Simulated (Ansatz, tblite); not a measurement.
Forces on Ti2O4⁺ at its r2SCAN-D4/def2-SVP geometry. Total charge 1; doublet.

The xTB rows come from tblite. The structure holds 2 bond(s) between oxygen atoms. At PBE-D4/def2-TZVP the charge 1 doublet is spin-contaminated (final ⟨S²⟩ up to 0.90, 0.75 for a pure state). No other spin state of charge 1 was run. The geometry of the doublet was relaxed on an unsound state (⟨S²⟩ 1.17, where a pure state has 0.75). Another isomer (doublet) lies 4.72 eV lower at PBE0-D4/def2-TZVP; other spin states weren't run for this one.

GFN1-xTB (tblite), largest force 4.31 eV/Å:

```xyz
6
positions Å, forces eV/Å
Ti    0.402    0.554    1.033    1.396    1.926    3.593
Ti   -0.364   -0.502   -0.936   -1.124   -1.552   -2.893
O    -0.820    1.319   -0.424    2.088   -0.671   -0.703
O    -0.579   -1.236    0.853    2.010    0.149   -1.113
O     0.560    1.210   -0.901   -2.146   -0.337    0.763
O     0.801   -1.345    0.375   -2.223    0.484    0.353
```

GFN2-xTB (tblite), largest force 7.47 eV/Å:

```
Ti 2.420 3.339 6.228
Ti -1.642 -2.266 -4.225
O 0.886 -0.180 -0.968
O 0.919 -0.529 -0.793
O -1.308 -0.007 -0.208
O -1.275 -0.357 -0.034
```

PBE-D4/def2-TZVP (Ansatz), largest force 0.64 eV/Å:

```
Ti -0.208 -0.289 -0.536
Ti 0.073 0.100 0.188
O -0.078 0.339 -0.025
O -0.024 -0.231 0.258
O 0.092 0.325 -0.085
O 0.146 -0.243 0.200
```
